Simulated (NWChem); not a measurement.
System: C₅H₆; SMILES CC(=C)C#C

Program: NWChem. Structure relaxed at the PBE0/def2-SVP level. Ions are spin-unrestricted doublets at the neutral geometry; other ion states weren't tried.

```csv
level,−ε(HOMO) (eV)
B3LYP/def2-SVPD,6.79
PBE/def2-SVPD,(withheld)
Hartree-Fock/def2-SVPD,9.21
```

Question: Complete the blanks.

Answer: 
- PBE/def2-SVPD, −ε(HOMO) (eV): 5.96
